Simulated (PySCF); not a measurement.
All of these have the formula C5H9OP. Method used: PySCF 2.14.0, density-fitted response routines, TDDFT B3LYP/def2-SVPD, vertical, gas phase, core orbitals frozen in the response. Geometries: GFN2-xTB; one conformer of each isolated species. Triplets are in the Tamm–Dancoff approximation. 'Strongest' means the level of largest summed f among the lowest 8 singlets; it needn't be the same kind of state in each.

**Question.** Rank by computed lowest singlet excitation energy, lowest first.
A. `CC[C@@H](C)P=C=O`
B. `CCCCP=C=O`
C. `C=C[P@@]1(=O)C[C@@H]1C`
D. `CC#C[P@H](=O)CC`

**Answer.** B (2.79 eV), A (2.94 eV), C (4.87 eV), D (5.87 eV).

```json
{"SMILES": "CCCCP=C=O", "S1 (eV)": "2.79", "f (S1)": "0.001", "gap (eV)": "4.27", "f (strongest)": "0.20", "first f ≥ 0.01 (nm)": "213", "HOMO (eV)": "-6.29", "S1 mainly": "H→L (100%)"}
{"SMILES": "CC[C@@H](C)P=C=O", "S1 (eV)": "2.94", "f (S1)": "0.000", "gap (eV)": "4.42", "f (strongest)": "0.13", "first f ≥ 0.01 (nm)": "218", "HOMO (eV)": "-6.33", "S1 mainly": "H→L (100%)"}
{"SMILES": "C=C[P@@]1(=O)C[C@@H]1C", "S1 (eV)": "4.87", "f (S1)": "0.125", "gap (eV)": "5.52", "f (strongest)": "0.17", "first f ≥ 0.01 (nm)": "255", "HOMO (eV)": "-6.69", "S1 mainly": "H→L (96%)"}
{"SMILES": "CC#C[P@H](=O)CC", "S1 (eV)": "5.87", "f (S1)": "0.002", "gap (eV)": "7.00", "f (strongest)": "0.04", "first f ≥ 0.01 (nm)": "197", "HOMO (eV)": "-7.43", "S1 mainly": "H→L (79%)"}
```

H and L stand for HOMO and LUMO.
